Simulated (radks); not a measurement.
Values are calculated unless marked as measured or tabulated.
The mean radii <r> (bohr) of the occupied orbitals of an atom or ion are listed with their occupations. Level of theory: scalar-relativistic Kohn-Sham, PBE, spin-unpolarised, spherical densities, point nucleus (a radial shooting solver on a logarithmic mesh with Libxc functionals).

orbital  occ.      <r>
1s          2  0.05030
2s          2   0.2261
2p          6   0.1982
3s          1   0.6656
3p          6   0.6868
3d          8   0.7391
4p          1    2.011

Name the element and its charge.

Answer. Z = 30, zinc, charge +4: Zn4+ in [Ne] 3s1 3p6 3d8 4p1. The 1s radius gives Z: for a bare nucleus <r> = (2 gamma + 1)/(2Z) with gamma = sqrt(1 - (Z/c)^2), 0.04919 bohr for Z = 30, and screening makes it slightly larger (0.05030 here). The occupations add up to 26, and the charge is Z minus that.
